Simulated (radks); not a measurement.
The numbers below are computed, except where a source is named.
Charge is removed step by step from the 4p down level of neutral ruthenium, starting from [Ar] 3d10 4s2 4p(up 3, down 3) 4d7 5s1. Level of theory: scalar-relativistic Kohn-Sham, PBE, spin-polarised, spherical densities, point nucleus; open shells are filled with parallel spins first (spin-orbit coupling, left out, can overturn this in heavy ions) (a radial shooting solver on a logarithmic mesh with Libxc functionals).

| removed (e) | E - E(0) (eV) | eigenvalue (eV) | E minus straight line (eV) |
|---|---|---|---|
| 0 | 0.000 | -45.121 | 0.000 |
| 0.1 | 4.561 | -46.157 | -0.508 |
| 0.2 | 9.227 | -47.227 | -0.912 |
| 0.3 | 14.002 | -48.327 | -1.206 |
| 0.4 | 18.889 | -49.457 | -1.389 |
| 0.5 | 23.889 | -50.614 | -1.458 |
| 0.6 | 29.007 | -51.797 | -1.410 |
| 0.7 | 34.244 | -53.004 | -1.243 |
| 0.8 | 39.603 | -54.233 | -0.953 |
| 0.9 | 45.086 | -55.485 | -0.540 |
| 1 | 50.695 | -56.757 | 0.000 |

Removing the whole electron costs 50.695 eV by Delta-SCF, against 45.121 eV from minus the eigenvalue at the starting occupation. Slater's transition state (half an electron removed) gives 50.614 eV. Integrating minus the eigenvalue over the occupation (Janak's theorem) gives 50.722 eV. In this scalar-relativistic scheme the density is built from large components alone, so the theorem holds only approximately. The mean slope of the eigenvalue, de/dn, is 11.6 eV per electron.
